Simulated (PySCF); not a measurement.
C2H5Se, SMILES C([Se])C (connectivity only; charge and spin as stated), charge -1, multiplicity 1.

The structure is a stationary point at B3LYP-D3(BJ)/def2-SVPD. The spin state was assumed, not searched. The isomer is the one that the SMILES or the coordinates give; other isomers of the formula were not compared.

Calculation: PySCF with B3LYP/def2-TZVPD.

The molecule is in vacuum. A positive occupied level means that this level leaves the electron formally unbound; only the finite basis holds it.

The total energy is -2480.88691 hartree. The point group is Cs and the highest occupied level comes out as 0.15 eV. The lowest empty level is 3.58 eV, the orbital gap is 3.42 eV and the dipole moment about the centre of nuclear charge comes out as 3.23 D. The mean static polarisability is 96.1 bohr³ (14.25 Å³) and the polarisability, principal values is 86.8, 87.2, 114.5 bohr³.
